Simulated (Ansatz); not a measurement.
Cost and result up the ladder for BiIO (3 atoms). The state is a singlet with charge 0. Geometry: B3LYP-D4/def2-TZVP.

```xyz
3

Bi   -0.8613   -0.4823   -0.1646
O    -0.0831    0.2327   -1.7466
I     0.9444    0.2497    1.9112
```

Ansatz on 4 threads of AMD EPYC 9B14 on a shared host. Times are rough, and most runs start from the orbitals of an earlier one. ωB97M-V/def2-TZVP serves as the yardstick here, not as an exact answer. Differences are given only for rows in sets of like size (and for xTB, whose basis is part of the method), since another set adds its own error. Binding counts from free atoms at the same level (Bi quartet, O triplet, I doublet; other spins of the atoms weren't run), without zero-point energy or a counterpoise term.

In the def2 sets Bi, I take a core potential; there is no spin–orbit coupling. Correlated methods freeze 9 core orbitals; core or outer-core shells of Bi, I are correlated, in sets that lack core-valence functions. The structure comes from a short search, and lower isomers may exist.

Run but left out: PBE-QIDH/def2-TZVP (restricted singlet, unstable towards broken spin symmetry).

Correlated methods converge slowly with the basis.

```csv
level,functions,wall time,binding energy per atom (eV),difference from ωB97M-V/def2-TZVP (eV),remarks
PBE-D4/def2-SVP,66,0.35 s,2.26,–,–
LDA (SPW92)/def2-TZVP,131,0.45 s,2.89,0.95,–
PBE0-D4/def2-SVP,66,0.6 s,1.85,–,–
PBE-D4/def2-TZVP (with forces),131,0.7 s,2.40,0.46,–
PBE0-D4/def2-TZVP,131,0.85 s,2.02,0.08,–
PBE-D4/def2-TZVPD,155,0.9 s,2.41,0.47,–
CAM-B3LYP-D4/def2-TZVP,131,1 s,2.00,0.05,–
BHLYP-D4/def2-TZVP,131,1.1 s,1.69,-0.25,–
PBE0-D4/def2-TZVPD,155,1.1 s,2.03,0.09,–
r2SCAN-D4/def2-TZVP,131,1.2 s,2.10,0.16,–
MP2/def2-TZVP,131,1.4 s,2.17,0.23,restricted SCF unstable
RPA@PBE/def2-TZVP,131,1.7 s,1.82,-0.12,–
ωB97M-V/def2-TZVP,131,2.3 s,1.94,0.00,–
CCSD(T)/def2-TZVPP,131,7.5 s,1.93,-0.02,"large T1 (0.025), restricted SCF unstable"
```
